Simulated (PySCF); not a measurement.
Heteroatom series: fused [3,2-b] biheterole. Gas-phase values, no solvent. Strings in code marks are SMILES. In the def2 sets, heavy atoms carry core potentials. All members: neutral, multiplicity 1. Level: PBE-D3(BJ)/def2-TZVP // PBE-D3(BJ)/def2-SVP (PySCF). Delta-SCF ions had no search for a lower state.  The removal energy is E(N − 1 electrons) − E(N electrons) at the parent's geometry; ε(HOMO) is measured against the vacuum level.

```
species                                  −ε(HOMO) (eV)  vertical ionisation energy (Delta-SCF) (eV)
---------------------------------------  -------------  -------------------------------------------
`C1=CC2=C(C=CC2)C1`                               4.57                                         7.22
`c1cc2occc2o1`                                    5.08                                     withheld
`[CH]1=C[C]2=[C](C=[CH][AlH]2)[AlH]1`             5.12                                         7.58
`[CH]1=C[C]2=[C](C=[CH][GeH2]2)[GeH2]1`           5.24                                         7.67
`c1cc2[se]ccc2[se]1`                              5.26                                         7.70
`C1=CC2=C(C=C[SiH2]2)[SiH2]1`                     5.33                                         7.80
`c1cc2sccc2s1`                                    5.33                                         7.89
`O=c1ccc2c(=O)ccc1=2`                             5.80                                         8.46
```

Q: Fit vertical ionisation energy (Delta-SCF) = a + b·x to the 7 complete rows by least squares, with x = −ε(HOMO) in eV. Give a, b and the rms residual, and predict the withheld value.

A: Means of the 7 rows: x̄ = 5.2357, ȳ = 7.76 eV. Σ(x − x̄)² = 0.79337 and Σ(x − x̄)(y − ȳ) = 0.7895, so b = 0.995 and a = ȳ − b·x̄ = 2.550 eV. The rms residual is 0.091 eV. At x = 5.08 the line gives 7.60 eV. The run for `c1cc2occc2o1` gave 7.91 eV, so the line is off by 0.31 eV, more than twice the rms residual.

Codes: PySCF.
